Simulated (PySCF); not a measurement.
A failing input for BTe⁺

```python
from pyscf import gto, scf, mp

mol = gto.M(
    atom='B 0 0 0; Te 0 0 2.235',
    basis='def2-svpd',
    ecp={'Te': 'def2-svpd'},
    charge=1,
    spin=2,
    verbose=4,
)
mf = scf.UHF(mol)
mf.max_cycle = 3
mf.kernel()
mp.MP2(mf, frozen=5).kernel()
mf.dip_moment()
print('orbital energies (hartree):', [e[max(0, n-3):n+3].round(4) for e, n in zip(mf.mo_energy, mol.nelec)])
```

```bash
$ OMP_NUM_THREADS=1 python input.py
```

The log, shortened:

```
[earlier lines left out]
number electrons alpha = 15  beta = 13
init E= -262.778704097192

cycle= 1 E= -290.284330086975  delta_E= -27.5  |g|= 1.34  |ddm|= 5.43
cycle= 2 E= -289.406030193441  delta_E= 0.878  |g|= 1.46  |ddm|= 4.29
cycle= 3 E= -291.110163729394  delta_E= -1.7  |g|= 0.342  |ddm|= 2.23
SCF not converged.
SCF energy = -291.110163729394 after 3 cycles  <S^2> = 2.0071756  2S+1 = 3.0047799

******** <class 'pyscf.mp.ump2.UMP2'> ********
nocc = (np.int64(10), np.int64(8)), nmo = (50, 50)
frozen orbitals 5
Init E(MP2) = -0.142801622549034
cycle = 1  E_corr(MP2) = -0.141455198876007  dE = 0.00134642367  norm(t2) = 0.0750059
cycle = 2  E_corr(MP2) = -0.145284500657193  dE = -0.00382930178  norm(t2) = 0.0289262
cycle = 3  E_corr(MP2) = -0.145551940596612  dE = -0.000267439939  norm(t2) = 0.0108834
cycle = 4  E_corr(MP2) = -0.146155477596409  dE = -0.000603537  norm(t2) = 0.00489363
cycle = 5  E_corr(MP2) = -0.14616708283705  dE = -1.16052406e-05  norm(t2) = 0.000569285
cycle = 6  E_corr(MP2) = -0.146157316302256  dE = 9.76653479e-06  norm(t2) = 0.000192853
cycle = 7  E_corr(MP2) = -0.146156704765336  dE = 6.1153692e-07  norm(t2) = 3.89619e-05
cycle = 8  E_corr(MP2) = -0.146157186414761  dE = -4.81649426e-07  norm(t2) = 1.43174e-05
cycle = 9  E_corr(MP2) = -0.146157213015401  dE = -2.66006391e-08  norm(t2) = 5.57367e-06
E(UMP2) = -291.256320942409  E_corr = -0.146157213015401
E(SCS-UMP2) = -291.249842241859  E_corr = -0.139678512465543
E_corr(same-spin) = -0.0412040113303128
E_corr(oppo-spin) = -0.104953201685088

WARN: System has nonzero charge 1; the dipole moment is origin-dependent.
Location of origin: [0. 0. 0.]

Dipole moment(X, Y, Z, Debye):  0.00000, -0.00000, -2.12529
orbital energies (hartree): [array([-0.5599, -0.5163, -0.474 , -0.2002, -0.1895, -0.1148]), array([-0.9661, -0.5947, -0.4968, -0.2858, -0.2231, -0.1373])]
```

Task: Which setting is at fault, why, and what does a mended input give?

Result: The cycle limit (3): the limit is below the number of cycles that the SCF needs. With this edit
```diff
- mf.max_cycle = 3
```
the run finishes: E(SCF) = -291.263951 Eh, E(MP2) − E(SCF) = -0.13459 Eh, ⟨S²⟩ = 2.027.

The bond length is a typed value, not an optimised one. The dipole of an ion depends on the origin. No search for the lowest solution was made.
